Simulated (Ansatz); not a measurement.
Geometry optimisation, RKS r2SCAN-D4/def2-SVP (Ansatz 0.2.0).

Input:

```yaml
crystal:
  periodic: [false, false, false]
  atoms:
    - { symbol: Zr, position_ang: [0.0, 0.0, 0.0] }
    - { symbol: F, position_ang: [0.0, 0.0, 2.33] }
    - { symbol: Cl, position_ang: [2.3764, 0.0, -0.8392] }
    - { symbol: Cl, position_ang: [-1.1869, 2.0563, -0.8392] }
    - { symbol: Cl, position_ang: [-1.1869, -2.0563, -0.8392] }
    - { symbol: H, position_ang: [-2.0403, 0.0, 0.6779] }
    - { symbol: H, position_ang: [-1.4831, 0.0, 1.7078] }
basis:
  gaussian: { orbitals: def2-SVP }
hamiltonian:
  xc: r2scan
  dispersion: d4
relax:
  f_tol: 0.15
  max_steps: 25
  restrain:
    - { distance: [0, 5], at: 1.85, k: 30.0 }
    - { distance: [6, 1], at: 0.92, k: 30.0 }
    - { distance: [0, 1], at: 3.18, k: 30.0 }
    - { distance: [6, 5], at: 1.86, k: 30.0 }
output:
  orbitals: {}
```

Run as:

```bash
$ ansatz run input.yaml --threads 4 --pin off --max-ram 5120MiB --backend cpu --events-out ev --progress --plain --runs-dir out
```

Problem. Where does it end, and by what steps?

Solution. It converged. The restraints hold the end off the free minimum; the threshold counts their pulls, which the force column leaves out. Restrained pairs: Zr1–H6 (2.15 → 1.85 Å), F2–H7 (1.61 → 0.93 Å), Zr1–F2 (2.33 → 3.17 Å), H6–H7 (1.17 → 1.86 Å). After 9 steps the energy has fallen by 1.002 eV (the restraints' own energy left out); H7 moved furthest, 1.05 Å.

| step | energy less start (eV) | largest force component (eV/Å) | accepted |
| --- | --- | --- | --- |
| 0 | 0.0000 | 3.413 | yes |
| 1 | 0.7157 | 3.127 | yes |
| 2 | 0.5529 | 2.909 | yes |
| 3 | 0.2451 | 1.420 | yes |
| 4 | -0.2914 | 0.702 | yes |
| 5 | -0.6266 | 0.475 | yes |
| 6 | -0.8483 | 0.358 | yes |
| 7 | -0.9765 | 0.279 | yes |
| 8 | -0.9984 | 0.254 | yes |
| 9 | -1.0024 | 0.316 | yes |

```xyz
7
Properties=species:S:1:pos:R:3
Zr -0.513 0.000 -0.488
F 0.051 0.000 2.634
Cl 1.788 0.001 -0.090
Cl -1.125 1.905 -1.667
Cl -1.125 -1.906 -1.666
H -1.723 0.002 0.912
H -0.874 -0.002 2.564
```

Time of the run: 40 s on 4 threads of Arm Neoverse V1, with other jobs on the host, peak memory 0.21 GiB.
